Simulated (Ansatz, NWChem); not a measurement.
**AlCl2F (SMILES [F][Al]([Cl])[Cl]): from total energies to a heat of formation**

AlCl2F: 4 atoms, total charge 0, spin state singlet. SMILES: `[F][Al]([Cl])[Cl]`. The coordinates come from a PBE0-D4/def2-TZVP relaxation.

Total energies at HF/3-21G (NWChem 7.3.0); the atoms run unrestricted:

```
species    state   energy (Eh)
 AlCl2F  singlet  -1254.302676
      F  doublet    -98.845009
     Al  doublet   -240.551046
     Cl  doublet   -457.276552
```

Harmonic wavenumbers at PBE0-D4/def2-TZVP, in cm⁻¹: 149, 203, 233, 439, 638, 892.

Measured heats of formation of the gaseous atoms at 298.15 K, in kJ/mol: F 79.4, Al 329.7, Cl 121.3. Spin-orbit lowering of the atoms at 298 K (mean of the ground term's levels less their thermal mean, from spectra), in kJ/mol: F 1.29, Al 0.17, Cl 3.44. Take 1 Eh = 2625.50 kJ/mol, 1 cm⁻¹ = 0.0119627 kJ/mol, RT = 2.479 kJ/mol.

**Question.** What heat of formation follows?

**Answer.** 
1. Electronic atomisation energy: (-98.845009) + (-240.551046) + 2 × (-457.276552) − (-1254.302676) = 0.353517 Eh = 928.2 kJ/mol.
2. Zero-point energy: half the sum of the wavenumbers, 1277 cm⁻¹ = 15.3 kJ/mol.
3. Thermal vibrational enthalpy, Σ hcν̃/(exp(hcν̃/kT) − 1): 5.7 kJ/mol. Translation, rotation and pV of a non-linear molecule: 4 RT = 9.9 kJ/mol.
4. The 4 free atoms carry 5/2 RT each: 24.8 kJ/mol.
5. Spin-orbit coupling lowers the free atoms by 1.29 + 0.17 + 2 × 3.44 = 8.3 kJ/mol.
6. Atomisation enthalpy at 298 K: 928.2 − 8.3 − 15.3 − 5.7 − 9.9 + 24.8 = 913.8 kJ/mol.
7. Sum of the atoms' heats of formation: 651.7 kJ/mol. Heat of formation: 651.7 − 913.8 = -262.1 kJ/mol.

The tabulated value is -790.8 kJ/mol (NIST-JANAF tables; in doubt, as an older value, an estimate or one at odds with other calculations), so this level is off by +528.7 kJ/mol, or 36.7 % of the atomisation enthalpy that the table implies (1442.5 kJ/mol). Hartree–Fock leaves out correlation, which is larger in the molecule than in the atoms, so it underbinds and puts the heat of formation too high. A basis without polarisation functions underbinds badly. Anharmonicity and any spin-orbit splitting of the molecule are left out.
